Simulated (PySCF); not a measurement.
Sn(Cl)2(OH)(NH2) (Cl2H3NOSn), SMILES [NH2][Sn]([OH])([Cl])[Cl]. Coordinates come from a B3LYP-D3(BJ)/def2-SVP optimisation. The def2 effective core potentials stand for the cores of Sn; spin–orbit coupling is left out. The values are those of a single conformer.

Computed equilibrium geometry at B3LYP-D3(BJ)/def2-SVP (PySCF confirms it by a frequency run) as bond lengths and angles (one conformer of several):
Atoms: N1 Sn2 O3 Cl4 Cl5 H6 H7 H8. Bonded distances (Å): N1–Sn2 2.025, N1–H6 1.022, N1–H7 1.021, Sn2–O3 1.975, Sn2–Cl4 2.349, Sn2–Cl5 2.360, O3–H8 0.969. Bond angles (°): Sn2–N1–H6 109.6, Sn2–N1–H7 111.7, H6–N1–H7 108.0, N1–Sn2–O3 106.0, N1–Sn2–Cl4 112.0, N1–Sn2–Cl5 112.9, O3–Sn2–Cl4 108.8, O3–Sn2–Cl5 111.2, Cl4–Sn2–Cl5 105.9, Sn2–O3–H8 112.4.
Charge 0, spin multiplicity 1.
